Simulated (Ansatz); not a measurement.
Computed with Ansatz (a quantum-chemistry and plane-wave program) with PBE-D3(BJ)/def2-TZVP. No frequencies were computed at this level.

Ansatz 0.2 input:
```yaml
crystal:
  periodic: [false, false, false]
  atoms:
    - { symbol: Br, position_ang: [-1.639119, -0.294959, 0.000006] }
    - { symbol: B, position_ang: [-0.000014, 0.589843, -0.000001] }
    - { symbol: Br, position_ang: [1.639133, -0.294884, -0.000005] }
basis:
  gaussian: { orbitals: def2-tzvp }
hamiltonian:
  xc: pbe
  dispersion: d3bj
relax:
  max_steps: 150
magnetization:
  spin_polarized: true
  initial_magnetization: 1
```

Output:

```
Functional definition: PBE
921 factors; their error is unknown
mean field evaluation 1: about -140744.6747 eV, gradient 2.1e1 eV
mean field evaluation 2: about -140738.8305 eV, gradient 3.6e1 eV
mean field evaluation 4: about -140746.8123 eV, gradient 7.0e-1 eV
mean field evaluation 8: about -140746.7689 eV, gradient 2.2e-2 eV
mean field evaluation 16: about -140746.7689 eV, gradient 2.0e-5 eV
mean field -140746.76888269 eV, -5172.3483548525 hartree, gradient 1.4e-5 eV, S^2 0.753690; 0 other end points of the search recorded, 0 dependent functions left out
reference -140746.76891468 eV, -5172.3483560280 hartree; 38, 37 occupied and 89, 90 virtual orbitals, 921 factors
relax step   1: F+E_penalty+E_count = -140746.84766601 eV  Δ(F+E_penalty+E_count) = +0.000e0 eV  max|allowed force component| = 6.593e-1 eV/Å  Δτ_max = 0.0000 Å  (33 SCF iters, accepted)
these checks for a lower state are left out or cut short: starts, cluster_reference, orbital_swaps, neighbouring_geometries, increment
921 factors; their error is unknown
mean field -140746.79356329 eV, -5172.3492618476 hartree, gradient 2.2e-5 eV, S^2 0.753743; 0 other end points of the search recorded, 0 dependent functions left out
reference -140746.79359527 eV, -5172.3492630231 hartree; 38, 37 occupied and 89, 90 virtual orbitals, 921 factors
relax step   2: F+E_penalty+E_count = -140746.87121375 eV  Δ(F+E_penalty+E_count) = -2.355e-2 eV  max|allowed force component| = 2.037e-1 eV/Å  Δτ_max = 0.0558 Å  (31 SCF iters, accepted)
these checks for a lower state are left out or cut short: starts, cluster_reference, orbital_swaps, neighbouring_geometries, increment
921 factors; their error is unknown
mean field evaluation 32: about -140746.7955 eV, gradient 1.0e-3 eV
mean field -140746.79554296 eV, -5172.3493345994 hartree, gradient 1.8e-5 eV, S^2 0.753837; 0 other end points of the search recorded, 0 dependent functions left out
reference -140746.79557499 eV, -5172.3493357763 hartree; 38, 37 occupied and 89, 90 virtual orbitals, 921 factors
relax step   3: F+E_penalty+E_count = -140746.87326561 eV  Δ(F+E_penalty+E_count) = -2.052e-3 eV  max|allowed force component| = 7.762e-2 eV/Å  Δτ_max = 0.0224 Å  (31 SCF iters, accepted)
these checks for a lower state are left out or cut short: starts, cluster_reference, orbital_swaps, neighbouring_geometries, increment
921 factors; their error is unknown
mean field -140746.79583419 eV, -5172.3493453017 hartree, gradient 1.9e-5 eV, S^2 0.753809; 0 other end points of the search recorded, 0 dependent functions left out
reference -140746.79586620 eV, -5172.3493464783 hartree; 38, 37 occupied and 89, 90 virtual orbitals, 921 factors
relax step   4: F+E_penalty+E_count = -140746.87358554 eV  Δ(F+E_penalty+E_count) = -3.199e-4 eV  max|allowed force component| = 4.062e-4 eV/Å  Δτ_max = 0.0044 Å  (32 SCF iters, accepted)
921 factors; their error is unknown
mean field evaluation 64: about -140744.8382 eV, gradient 4.6e0 eV
mean field -140746.79583419 eV, -5172.3493453017 hartree, gradient 2.4e-5 eV, S^2 0.753809; 1 other end points of the search recorded, 0 dependent functions left out
reference -140746.79586620 eV, -5172.3493464783 hartree; 38, 37 occupied and 89, 90 virtual orbitals, 921 factors
Total energy: -140746.87361756 eV, -5172.3522037879 hartree
Atom 0 at    -1.686614    -0.284777     0.000006 Å, force     0.000406    -0.000129    -0.000000 eV/Å
Atom 1 at    -0.000014     0.569478    -0.000001 Å, force    -0.000000     0.000258    -0.000000 eV/Å
Atom 2 at     1.686628    -0.284700    -0.000005 Å, force    -0.000406    -0.000129     0.000000 eV/Å
Dipole moment:     0.000003    -0.109122     0.000000 e Å
```

Cost: very roughly 21 core-seconds.
